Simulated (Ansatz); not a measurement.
C₂H₆BNOS (`OB/C=N/CS`). Charge 0, multiplicity 1. The geometry is a stationary point of PBE0-D4/def2-TZVP. It is one conformer, not always the lowest.

```xyz
12

O    -0.994   -2.576    1.306
B    -1.222   -1.391    0.697
C     0.026   -0.626    0.146
N    -0.128    0.483   -0.457
C     1.042    1.158   -0.941
S     1.324    2.706   -0.041
H    -1.792   -3.003    1.625
H    -2.328   -0.946    0.581
H     1.038   -1.048    0.281
H     1.968    0.580   -0.812
H     0.908    1.384   -2.000
H     0.158    3.278   -0.384
```

What is the dipole moment at B3LYP/def2-TZVPP? (An estimate is asked.)

Ansatz gave: 2.02 D, with components (-0.88, -1.82, -0.10) D in this frame, pointing from negative to positive charge.

And with PBE, r2SCAN, ωB97M-V? (An estimate is asked.)

Computed: PBE 1.99 D, r2SCAN 2.04 D, ωB97M-V 2.10 D.

Give the Mulliken charges with B3LYP, r2SCAN, PBE in def2-TZVPP. (Best estimate.)

Ansatz gave: 
| atom | B3LYP | r2SCAN | PBE |
| --- | --- | --- | --- |
| O1 | -0.26 | -0.29 | -0.22 |
| B2 | 0.12 | 0.19 | 0.10 |
| C3 | -0.07 | -0.04 | -0.07 |
| N4 | -0.18 | -0.22 | -0.14 |
| C5 | -0.02 | 0.08 | -0.02 |
| S6 | -0.17 | -0.18 | -0.18 |
| H7 | 0.21 | 0.22 | 0.21 |
| H8 | -0.01 | -0.03 | -0.03 |
| H9 | 0.07 | 0.04 | 0.06 |
| H10 | 0.07 | 0.04 | 0.07 |
| H11 | 0.13 | 0.09 | 0.13 |
| H12 | 0.10 | 0.09 | 0.11 |

B3LYP here is the variant with VWN-RPA as its local correlation; programs differ in this.
